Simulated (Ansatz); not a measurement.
H6OSSi2 can be A, `O[SiH2]S[SiH3]`, or B, `[SiH3]O[SiH2]S`.

Program: Ansatz. Geometries: PBE0-D4/def2-TZVP. ΔE: electronic, gas phase. CCSD(T)/CBS is the MP2 limit (def2-TZVPP, def2-QZVPP) plus CCSD(T) − MP2 in def2-TZVPP, frozen cores. Functionals use def2-TZVPP. B3LYP here is the variant with VWN-RPA as its local correlation; programs differ in this. Each species was taken in one conformer, which may not be the lowest.

A:

Z-matrix (Å, degrees):
```
Si
S 1 2.133
O 1 1.643 2 112.7
H 1 1.484 2 104.2 3 122.4
H 1 1.478 2 111.2 3 -117.0
Si 2 2.142 1 97.8 3 56.4
H 3 0.959 1 117.4 2 55.1
H 6 1.485 2 110.0 1 38.0
H 6 1.483 2 106.7 1 157.7
H 6 1.484 2 111.2 1 -83.2
```

B:

```xyz
10

Si   -1.5882    0.6443   -0.3005
O    -0.0599    0.2911   -0.7883
Si    1.2212   -0.6274   -0.3691
S     1.3389   -0.9642    1.7328
H    -2.2305    1.4255   -1.3842
H    -1.5539    1.4517    0.9451
H    -2.3581   -0.6024   -0.0565
H     1.0974   -1.9851   -0.9488
H     2.4334    0.0687   -0.8533
H     1.6997    0.2978    2.0228
```

(1) Which isomer does CCSD(T)/CBS put lower? Give the gap. (Best estimate.)

(2) Give E(B) − E(A) in kcal/mol with ωB97M-V, HF/def2-TZVPP, MP2/def2-TZVPP, CCSD/def2-TZVPP, B2PLYP, PBE0-D4, B3LYP-D4. (Best estimate.)

Largest T1 diagnostic: 0.012.

## Answers

(1) The calculation gave: B, by 9.8 kcal/mol.

(2) Computed: ωB97M-V -9.6, HF/def2-TZVPP -14.9, MP2/def2-TZVPP -9.7, CCSD/def2-TZVPP -11.4, B2PLYP -11.0, PBE0-D4 -7.3, B3LYP-D4 -10.7. None reverses the order clearly.

In def2-TZVPP, CCSD(T) changes the Hartree–Fock value by +4.4 kcal/mol (the triples alone add +0.9 kcal/mol) and MP2 by +5.2 kcal/mol. From PBE to PBE0 (25 % exact exchange), in def2-TZVPP and without D4, E(B) − E(A) moves by −1.0 kcal/mol.
